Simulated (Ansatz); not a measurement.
Molecule: CH₈N₃Si (charge 0, doublet). It need not be the lowest isomer of its formula. SMILES: [CH2][Si](N)(N)N
Geometry from a B3LYP-D3(BJ)/def2-TZVP (Ansatz, a program for electronic structure) optimisation:
```xyz
13

Si     0.0083    -0.0146    -0.0043
C      1.7198    -0.5763    -0.4047
N     -0.3969    -0.8184     1.4653
N     -0.8902    -0.2378    -1.4579
N     -0.2670     1.6435     0.3715
H      2.4306    -0.8822     0.3559
H      2.1332    -0.5320    -1.4069
H     -1.2755    -0.6303     1.9229
H     -0.0984    -1.7673     1.6249
H     -1.8547     0.0515    -1.5098
H     -0.7175    -1.0385    -2.0446
H      0.0492     2.0144     1.2534
H     -0.2231     2.3349    -0.3602
```
Charge 0, spin multiplicity 2.

Parts of the frozen-core correlation energy in 6-31G (Ansatz, hartree). Frozen orbitals: 9; correlated occupied orbitals by spin: 16 and 15; virtual: 40 and 41. Open shells are spin-unrestricted. No spin-orbit coupling. Non-relativistic.

```tsv
term	value
reference (HF)	-494.71686
MP2 opposite-spin	(withheld)
MP2 same-spin	(withheld)
CCSD correlation	-0.48997
(T)	(withheld)
T1 diagnostic	0.012
largest doubles amplitude	0.020
<S^2> of the reference	0.760
```

Question: What belongs in the gaps?

Answer: 
- MP2 opposite-spin, value: -0.34446
- MP2 same-spin, value: -0.10235
- (T), value: -0.00923
